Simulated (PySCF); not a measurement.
Field gradients at the hydrogen positions

C4H12Si2.
Geometry (PBE0-D3(BJ)/def2-SVP, Å), atoms numbered from 1 in this order:
```xyz
18
C4H12Si2 angstrom
C      2.2946   -0.4150   -0.1969
C      0.8647   -0.1321    0.2487
C     -0.1309   -1.2038   -0.2257
C     -1.5676   -0.9239    0.2338
Si    -2.0479    0.8509   -0.2805
Si     0.1788    1.5759   -0.2872
H      2.6375   -1.4017    0.1583
H      2.3758   -0.4146   -1.2962
H      3.0013    0.3378    0.1851
H      0.8320   -0.1161    1.3556
H      0.2001   -2.1967    0.1298
H     -0.0993   -1.2585   -1.3307
H     -1.6256   -0.9826    1.3350
H     -2.2720   -1.6733   -0.1599
H     -2.9793    1.5055    0.6897
H     -2.6835    0.8787   -1.6360
H      0.6801    1.9469   -1.6500
H      0.5529    2.6670    0.6654
```

Level: PBE0/pcSseg-1 (PySCF, non-relativistic); Q(2H) = 0.00286 b; rigid geometry, the same for H and D, with no vibrational averaging.

Task: Rank these positions by the coupling χzz of a deuteron there, largest first.
A. H14 (methylene hydrogen)
B. H13 (methylene hydrogen)
C. H11 (methylene hydrogen)
D. H17 (Si–H hydrogen)

Result: A (199 kHz), B (194 kHz), C (190 kHz), D (95 kHz).

Task: What are Vzz, η and χzz (234.96 MHz × Q × Vzz) at all hydrogens?

Result: 
```
atom  bonded to  bond length (Å)  Vzz (au)     η  χzz (kHz)
  H7         C1            1.103    0.2881  0.02        194
  H8         C1            1.102    0.2887  0.03        194
  H9         C1            1.101    0.2920  0.03        196
 H10         C2            1.107    0.2810  0.04        189
 H11         C3            1.105    0.2831  0.02        190
 H12         C3            1.107    0.2783  0.01        187
 H13         C4            1.104    0.2894  0.03        194
 H14         C4            1.101    0.2961  0.03        199
 H15        Si5            1.496    0.1422  0.03         96
 H16        Si5            1.497    0.1414  0.03         95
 H17        Si6            1.499    0.1410  0.03         95
 H18        Si6            1.496    0.1425  0.03         96
```

Task: Average by the element that carries the hydrogen.

Result: on C: 193 kHz over 8 positions, mean bond length 1.104 Å; on Si: 95 kHz over 4 positions, mean bond length 1.497 Å.

Task: Give the 2H NMR doublet splittings at H14 for a magnetic field along the z, y and x axes of the gradient: 3χ/2, 3χ(1 + η)/4, 3χ(1 − η)/4.

Result: With |χ| = 199.0 kHz and η = 0.034: 299, 154 and 144 kHz, to first order and without motion.

Isolated species at its PBE0-D3(BJ)/def2-SVP geometry (one conformer only). With a basis this small, the couplings can be 20 % off.
